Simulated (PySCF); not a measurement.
Lu³⁴⁺: fine-structure interval

Lu³⁴⁺ [Kr] 4d1 [4d3/2^1, M_J = 3/2] → Lu³⁴⁺ [Kr] 4d1 [4d5/2^1, M_J = 5/2], as a difference of total energies. All numbers are calculated (PySCF 2.14, the two-component X2C-1e Hamiltonian, in an even-tempered Gaussian basis (17 s from 3.5 bohr⁻², ratio 2.8; 14 p from 4.6 bohr⁻², ratio 2.8; 9 d from 4.6 bohr⁻², ratio 2.8; 3 f from 16 bohr⁻², ratio 3)). Correlated levels: [Ar] 3d10 frozen; the 96 highest virtual spinors dropped. "Screened" scales the spin-orbit matrix elements by Boettger's factors to mimic the two-electron term; Breit and QED terms are absent.

| method | fine-structure interval (cm⁻¹) |
| --- | --- |
| GHF (screened spin-orbit) | 127940 |
| GMP2 (screened spin-orbit) | 128230 |
| GHF (bare spin-orbit) | 149030 |
